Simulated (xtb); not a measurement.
C₇H₁₃O (SMILES CCC[CH]CC(C)=O), doublet, at a GFN2-xTB geometry. Base run: GFN0-xTB (xtb 6.7.1).

Geometry (Å):
```xyz
21

C      3.3803    -0.3358    -0.6804
C      2.1686     0.5737    -0.5226
C      1.1571    -0.0085     0.4616
C     -0.0450     0.8285     0.6412
C     -1.2300     0.2837     1.3230
C     -1.7711    -0.3927     0.0646
C     -2.7504     0.4368    -0.7259
O     -1.3918    -1.4932    -0.2816
H      4.0875     0.0877    -1.3897
H      3.0748    -1.3148    -1.0427
H      3.8877    -0.4662     0.2732
H      2.4927     1.5562    -0.1710
H      1.6872     0.7082    -1.4936
H      1.6455    -0.1770     1.4316
H      0.8341    -1.0042     0.1168
H     -0.1274     1.7600     0.1067
H     -1.9111     1.0377     1.7094
H     -0.9754    -0.4561     2.0797
H     -2.8235     0.0585    -1.7426
H     -2.4633     1.4842    -0.7384
H     -3.7306     0.3572    -0.2555
```
Charge 0, spin multiplicity 2.
All else is at xtb's defaults.
Base energy -25.23445 Eh.

The base run was repeated with changes; each row names its change, and settings that it needs were set with it.

| change | ΔE vs base (mEh) |
|---|---|
| base | 0.000 |
| acc = 0.0001 | 0.000 |
| etemp = 10 | 0.000 |
| acc = 0.1 | 0.000 |
| acc = 1000 | 0.000 |
